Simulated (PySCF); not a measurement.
CH5FGe.
Numbering: `[F:1][CH2:2][GeH3:3]` (hydrogens: H4, H5 on C2; H6, H7, H8 on Ge3)

The calculation used PySCF 2.14.0, PBE0-D3(BJ)/def2-SVP geometry optimisation, gas phase.

Question: What internal coordinates does the optimisation give?

Answer: 
| bond | length (pm) |
| --- | --- |
| F1–C2 | 137.5 |
| C2–Ge3 | 197.2 |
| C2–H4, C2–H5 | 110.4 |
| Ge3–H6, Ge3–H7, Ge3–H8 | 153.8 |

Bonds in one row agree within 1 pm and their mean is given. A selection of angles:
| angle | degrees |
| --- | --- |
| F1–C2–Ge3 | 109.6 |
| F1–C2–H4 | 109.3 |
| Ge3–C2–H4 | 110.4 |
| H4–C2–H5 | 107.8 |
| C2–Ge3–H6 | 109.3 |
| H6–Ge3–H7 | 109.7 |

Ge3 (germanium bonded to C and 3 H) is tetrahedral (angles from 109.2° to 109.8°).

Point group: Cs (tolerance 0.08 Å). PBE0-D3(BJ)/def2-SVP frequencies: not computed here.
